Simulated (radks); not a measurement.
The numbers below are computed, except where a source is named.
Task: Coulomb parameter of the 4f shell of the erbium ion Er3+ in the model configuration [Xe] 4f10 5d1, as a second difference U = [E(n + 1) + E(n - 1) - 2 E(n)] / (1)^2 with all orbitals relaxed. "Bare": the charge of the atom changes with n. "Screened": the 5d shell takes up the change at fixed total charge, which measures U(4f,4f) + U(5d,5d) - 2 U(4f,5d). Level of theory: scalar-relativistic Kohn-Sham, PBE, spin-unpolarised, spherical densities, point nucleus (a radial shooting solver on a logarithmic mesh with Libxc functionals). Estimate both.

Result: U(bare) = 20.431 eV, U(screened by 5d) = 5.896 eV, against the Slater integral F0(4f,4f) = 34.472 eV with frozen orbitals.
